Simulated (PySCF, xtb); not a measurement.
SbF3, SMILES [Sb]([F])([F])[F].

Harmonic wavenumbers (cm⁻¹) from GFN2-xTB (xtb 6.7.1) at its own minimum, in rising order: 143, 143, 181, 400, 400, 421.

**Question.** What does PBE0-D3(BJ)/def2-SVP run with PySCF give at its own minimum? (The exact figures need the calculation; the answer reports its results.)

**Answer.** 192, 192, 240, 657, 657, 669. Paired by order, the mean absolute difference is 153 cm⁻¹ and the zero-point energies are 2.4 and 3.7 kcal/mol.
